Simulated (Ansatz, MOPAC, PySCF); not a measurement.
Pair of molecules: GeH4 (SMILES [GeH4]) (first 5 atoms) with CH3I (SMILES CI); geometry from B3LYP-D3(BJ)/def2-TZVP.
(charge 0, multiplicity 1):
```xyz
10

Ge     0.1737     0.2634     0.1122
H     -1.0361    -0.4960     0.6764
H     -0.0282     0.4817    -1.3968
H      1.4535    -0.5465     0.3494
H      0.2839     1.6286     0.8071
C     -1.4386     1.1313     3.6772
I      0.2821    -0.0619     4.1891
H     -2.0566     0.5367     3.0146
H     -1.9551     1.3684     4.5999
H     -1.0751     2.0243     3.1824
```

Counterpoise-corrected where a basis set is named; no monomer relaxation.

The state reached by AM1, PM3 isn't checked.

Programs: Ansatz (Gaussian basis) for Hartree–Fock, density functionals and correlated methods; MOPAC for AM1, PM3 (differences of heats of formation); PySCF for the dispersion terms.  In def2 rows elements past Kr take small-core potentials, without spin–orbit coupling.

One of these levels gives -1.54 kcal/mol for the interaction energy. Which one is it?
A) BLYP-D4/def2-TZVPPD
B) PBE-D3(BJ)/def2-TZVPPD
C) AM1
D) PM3

A, BLYP-D4/def2-TZVPPD. The others give -0.22 (AM1), 1.90 (PM3), -1.93 (PBE-D3(BJ)/def2-TZVPPD)

Ansatz is a program for electronic structure.
